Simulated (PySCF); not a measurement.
Cl$_{4}$Ti, charge +1, doublet, at a GFN2-xTB geometry (such geometries of metal compounds can be far from the true shape) (the multiplicity is a formal guess); PySCF with PBE0/STO-3G.

The PySCF input:
```python
from pyscf import gto, scf, dft

mol = gto.M(
    atom='''
Ti    0.000000   -0.000000   -0.000000
Cl    1.697479   -0.536179   -1.161489
Cl    0.616876    0.479738    1.976688
Cl   -0.952381    1.687248   -0.874154
Cl   -1.361974   -1.630807    0.058955
''',
    basis='sto-3g',
    charge=1,
    spin=1,
    verbose=4,
)

mf = dft.UKS(mol)
mf.xc = 'pbe0'
mf.grids.atom_grid = (99, 590)
mf.kernel()
```

### Question
Write the output that PySCF gives for this input, abridged.

### Answer

```
PySCF version 2.14.0

[INPUT] verbose = 4
[INPUT] num. atoms = 5
[INPUT] num. electrons = 89
[INPUT] charge = 1
[INPUT] spin (= nelec alpha-beta = 2S) = 1
[INPUT] symmetry False subgroup None
[INPUT] Mole.unit = angstrom
[INPUT] Symbol           X                Y                Z      unit          X                Y                Z       unit  Magmom
[INPUT]  1 Ti     0.000000000000   0.000000000000   0.000000000000 AA    0.000000000000   0.000000000000   0.000000000000 Bohr   0.0
[INPUT]  2 Cl     1.697479000000  -0.536179000000  -1.161489000000 AA    3.207770412201  -1.013231463743  -2.194896106695 Bohr   0.0
[INPUT]  3 Cl     0.616876000000   0.479738000000   1.976688000000 AA    1.165726692817   0.906573431547   3.735398953714 Bohr   0.0
[INPUT]  4 Cl    -0.952381000000   1.687248000000  -0.874154000000 AA   -1.799739256239   3.188436624220  -1.651911650693 Bohr   0.0
[INPUT]  5 Cl    -1.361974000000  -1.630807000000   0.058955000000 AA   -2.573757848778  -3.081778592024   0.111408803674 Bohr   0.0

nuclear repulsion = 636.802402440342
number of shells = 28
number of NR pGTOs = 162
number of NR cGTOs = 54
basis = sto-3g
ecp = {}

******** <class 'pyscf.dft.uks.UKS'> ********
method = UKS
initial guess = minao
damping factor = 0
level_shift factor = 0
DIIS = <class 'pyscf.scf.diis.CDIIS'>
diis_start_cycle = 1
diis_space = 8
diis_damp = 0
SCF conv_tol = 1e-09
SCF conv_tol_grad = None
SCF max_cycles = 50
direct_scf = True
direct_scf_tol = 1e-13
number electrons alpha = 45  beta = 44
XC library pyscf.dft.libxc version 7.1.2
    S. Lehtola, C. Steigemann, M. J. T. Oliveira, and M. A. L. Marques,  SoftwareX 7, 1–5 (2018)
XC functionals = pbe0
    C. Adamo and V. Barone,  J. Chem. Phys. 110, 6158 (1999)
    M. Ernzerhof and G. E. Scuseria,  J. Chem. Phys. 110, 5029 (1999)
radial grids:
    Treutler-Ahlrichs [JCP 102, 346 (1995); DOI:10.1063/1.469408] (M4) radial grids

becke partition: Becke, JCP 88, 2547 (1988); DOI:10.1063/1.454033
pruning grids: <function nwchem_prune>
grids dens level: 3
symmetrized grids: False
atomic radii adjust function: <function treutler_atomic_radii_adjust>
User specified grid scheme (99, 590)
small_rho_cutoff = 0
Set gradient conv threshold to 3.16228e-05
tot grids = 148136
init E= -2659.5619131188

cycle= 1 E= -2660.65839911742  delta_E= -1.1  |g|= 0.38  |ddm|= 2.37
cycle= 2 E= -2659.62234670345  delta_E= 1.04  |g|= 1.46  |ddm|=  2.3
cycle= 3 E= -2660.77471934763  delta_E= -1.15  |g|= 0.141  |ddm|=  1.6
cycle= 4 E= -2660.78291081822  delta_E= -0.00819  |g|= 0.0811  |ddm|= 0.493
cycle= 5 E= -2660.78977248963  delta_E= -0.00686  |g|= 0.00783  |ddm|= 0.22
cycle= 6 E= -2660.78999189616  delta_E= -0.000219  |g|= 0.00979  |ddm|= 0.0821
cycle= 7 E= -2660.79016164095  delta_E= -0.00017  |g|= 0.00814  |ddm|= 0.0429
cycle= 8 E= -2660.7905979612  delta_E= -0.000436  |g|= 0.00703  |ddm|= 0.131
cycle= 9 E= -2660.79082830909  delta_E= -0.00023  |g|= 0.00632  |ddm|= 0.0772
cycle= 10 E= -2660.79144601686  delta_E= -0.000618  |g|= 0.00589  |ddm|= 0.288
cycle= 11 E= -2660.79157556813  delta_E= -0.00013  |g|= 0.00321  |ddm|= 0.0672
cycle= 12 E= -2660.79174147173  delta_E= -0.000166  |g|= 0.00218  |ddm|= 0.189
cycle= 13 E= -2660.79176064028  delta_E= -1.92e-05  |g|= 0.000715  |ddm|= 0.0443
cycle= 14 E= -2660.79176355924  delta_E= -2.92e-06  |g|= 0.000729  |ddm|= 0.0189
cycle= 15 E= -2660.79176265769  delta_E= 9.02e-07  |g|= 0.00155  |ddm|= 0.0132
cycle= 16 E= -2660.79176547939  delta_E= -2.82e-06  |g|= 0.000401  |ddm|= 0.0163
cycle= 17 E= -2660.79176579457  delta_E= -3.15e-07  |g|= 0.000574  |ddm|= 0.00702
cycle= 18 E= -2660.79176658802  delta_E= -7.93e-07  |g|= 0.000166  |ddm|= 0.00651
cycle= 19 E= -2660.79176701542  delta_E= -4.27e-07  |g|= 0.000196  |ddm|= 0.00834
cycle= 20 E= -2660.79176721777  delta_E= -2.02e-07  |g|= 2.13e-05  |ddm|= 0.00591
cycle= 21 E= -2660.79176722854  delta_E= -1.08e-08  |g|= 1.16e-05  |ddm|= 0.00144
cycle= 22 E= -2660.79176723319  delta_E= -4.65e-09  |g|= 5.93e-06  |ddm|= 0.00118
cycle= 23 E= -2660.79176723357  delta_E= -3.81e-10  |g|= 2.49e-06  |ddm|= 0.000345
Extra cycle  E= -2660.79176723357  delta_E= 7.28e-12  |g|= 4.1e-06  |ddm|= 1.85e-05
converged SCF energy = -2660.79176723357  <S^2> = 0.75921088  2S+1 = 2.0091898
```
